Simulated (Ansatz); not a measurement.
Cartesian coordinates in Å:
```
C 0.5561 -1.3182 0.9463
O -0.5594 -0.8922 0.1830
Si -0.7629 0.5833 -0.4424
Cl -0.6028 2.0281 0.9967
Cl -2.6555 0.6283 -1.1730
Se 0.8072 0.9177 -2.0346
H 0.5915 -0.7915 1.9033
H 0.4397 -2.3861 1.1289
H 1.4929 -1.1456 0.4088
H 0.6932 2.3762 -1.9170
```

Charge 0, multiplicity 1.

Problem. List the PBE/def2-TZVPP orbital energies in eV (Ansatz 0.2.0). (Best estimate.)

Solution. Ansatz gave: Occupied: -12302.60, -2739.24, -2739.20, -1782.22, -1562.59, -1403.37, -1403.34, -1403.28, -511.03, -270.60, -249.83, -249.78, -205.58, -190.52, -190.48, -190.36, -190.35, -190.31, -190.31, -150.92, -150.83, -150.65, -139.66, -96.43, -96.40, -96.38, -54.03, -54.02, -53.87, -53.80, -53.78, -26.08, -21.19, -20.56, -17.98, -17.48, -13.54, -11.70, -11.61, -11.57, -10.28, -10.07, -9.34, -8.64, -8.34, -8.12, -7.88, -7.68, -7.39, -6.30. Lowest empty: -1.42, -0.83, 0.09, 0.21, 0.53, 1.06, 1.87, 2.34.
